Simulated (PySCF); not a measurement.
Isomers of C6H5NO, one GFN2-xTB conformer each. Single-point energies are computed at PBE0/pcSseg-1 (PySCF, gas phase, no added dispersion term), electronic only.

Problem. Rank them by PBE0/pcSseg-1 energy, lowest first (kJ/mol).
A. `[O:1]=[CH:2][c:3]1[cH:4][cH:5][cH:6][cH:7][n:8]1` with O1–C2–C3–C4 0°
B. `[CH:1]#[C:2][CH2:3][C:4](=[O:5])[CH2:6][C:7]#[N:8]` with C2–C3–C4–O5 -141°, C3–C4–C6–C7 50°
C. `[O:1]=[CH:2][c:3]1[cH:4][cH:5][cH:6][n:7][cH:8]1` with O1–C2–C3–C4 0°
D. `[CH2:1]=[C:2]([C:3]#[N:4])[C:5]([CH3:6])=[C:7]=[O:8]` with C1–C2–C5–C6 0°
E. `[O:1]=[CH:2][c:3]1[cH:4][cH:5][n:6][cH:7][cH:8]1` with O1–C2–C3–C4 180°

Solution. A (0.0), C (4.9), E (10.4), D (159.6), B (238.1).

As drawn, the lowest has an aromatic ring, which the highest lacks; the highest has a C≡N group and a C≡C bond, which the lowest lacks. Neighbours under 10 kJ/mol apart (O=Cc1ccccn1 and O=Cc1cccnc1; O=Cc1cccnc1 and O=Cc1ccncc1) can change places with a better method, another conformer or zero-point energy. GFN2-xTB itself gives, in the same order: 1.1, 0.0, 3.8, 159.4, 220.8. GFN2-xTB puts O=Cc1cccnc1 lowest instead; measured from each level's own lowest isomer, the values differ by up to 17.3 kJ/mol (C#CCC(=O)CC#N: 220.8 against 238.1).

Problem. Which frontier levels, dipoles and rotational constants go with these structures?

Solution. 
```csv
SMILES,"HOMO (eV, PBE0/pcSseg-1)",LUMO (eV),dipole (D),"A, B, C (MHz)"
O=Cc1ccccn1,-7.56,-2.19,3.79,"5457, 1630, 1255"
O=Cc1cccnc1,-7.61,-2.24,1.69,"5500, 1595, 1236"
O=Cc1ccncc1,-7.78,-2.44,1.75,"5590, 1576, 1230"
C=C(C#N)C(C)=C=O,-6.89,-1.62,4.91,"2536, 2086, 1153"
C#CCC(=O)CC#N,-7.98,-1.44,2.54,"2219, 2129, 1275"
```
